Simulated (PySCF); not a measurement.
Species: CF3SO3CF3, C2F6O3S.
Numbering: `[O:1]=[S:2](=[O:3])([O:4][C:5]([F:6])([F:7])[F:8])[C:9]([F:10])([F:11])[F:12]`

Structure optimised with GFN2-xTB, isolated species.

(1) Give the optimised bond lengths and angles.

## Answers

(1) 
```tsv
bond	length (Å)	order
O1=S2, S2=O3	1.408	double
S2–O4	1.670	single
O4–C5	1.332	single
C5–F6, C5–F7	1.326	single
C5–F8	1.333	single
S2–C9	1.879	single
C9–F10, C9–F11, C9–F12	1.320	single
```

Bonds in one row agree within 0.01 Å and their mean is given. Orders are formal, as drawn. A selection of angles:
```tsv
angle	degrees
O1–S2–O3	121.9
O1–S2–O4	109.6
O1–S2–C9	109.7
O4–S2–C9	92.2
S2–O4–C5	116.8
O4–C5–F6	112.5
O4–C5–F7	110.4
F6–C5–F7	107.2
S2–C9–F10	109.6
F10–C9–F11	109.4
```

Dihedral angles: O1–S2–O4–C5 -94° (anticlinal); S2–O4–C5–F6 -83° (synclinal); O1–S2–C9–F10 -52° (synclinal). The mirror-image conformer, all signs reversed, is as good.

O4 (oxygen bonded to C and S) is bent (angle 116.8°). The 3 O–S bonds span 1.408 Å (O1=S2, drawn double) to 1.670 Å (S2–O4, drawn single), a spread of 0.262 Å. Of the pairs four or more bonds apart, O3···F8 is among the closest relative to their van der Waals radii: 2.86 Å, 96 % of the sum of Bondi's values. S2 (sulfonyl sulfur) has angles from 92.2° to 121.9°.

Point group: C1 (no symmetry element, even within 0.4 Å). No frequency check. The numbers are those of one conformer.

All values are computed, not measured.
